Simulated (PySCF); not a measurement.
**Tc- (technetium, charge -1) across methods**

[Kr] 4d6 5s2, high-spin 5D determinant. Computed with PySCF 2.14 in x2c-TZVPPall with one added diffuse shell each of s, p, d, f type (9s7p7d3f1g, 95 functions), with the spin-free X2C one-electron Hamiltonian (Gaussian nucleus).

| method | E (hartree) | mean ε 5s α (eV) | mean ε 4d β (eV) | mean ε 5s β (eV) | Σ⟨r²⟩ (bohr²) | ⟨S²⟩ |
| --- | --- | --- | --- | --- | --- | --- |
| CAM-B3LYP | -4285.53 | -0.907 | -0.227 | -0.127 | 88.73 | 6.037 |
| revPBE | -4285.13 | 0.348 | 1.981 | 1.158 | 90.95 | 6.074 |
| BP86 | -4285.84 | 0.195 | 1.842 | 0.949 | 89.24 | 6.062 |
| LDA | -4280.43 | 0.190 | 2.050 | 0.933 | 88.23 | 6.057 |
| PBE | -4284.92 | 0.322 | 1.996 | 1.101 | 90.18 | 6.065 |
| UHF | -4283.01173 | -1.901 | -2.306 | 0.176 | 107.6 | 6.299 |
| r2SCAN | -4285.31 | 0.091 | 1.939 | 0.975 | 90.86 | 6.127 |
| LC-wPBE | -4284.87 | -1.905 | -1.685 | -0.582 | 90.89 | 6.089 |

(1) Estimate the same row for PBE0.

The outer electron is barely bound at this level, so radii and moments hang on the diffuse functions.

The highest occupied level is positive at revPBE, BP86, LDA, PBE, UHF, r2SCAN, PBE0: only the finite basis holds that electron, at UHF too, so the state is unbound at these levels.

## Answers

(1) E (hartree) = -4284.98; mean ε 5s α (eV) = -0.221; mean ε 4d β (eV) = 0.966; mean ε 5s β (eV) = 0.694; Σ⟨r²⟩ (bohr²) = 90.22; ⟨S²⟩ = 6.070.
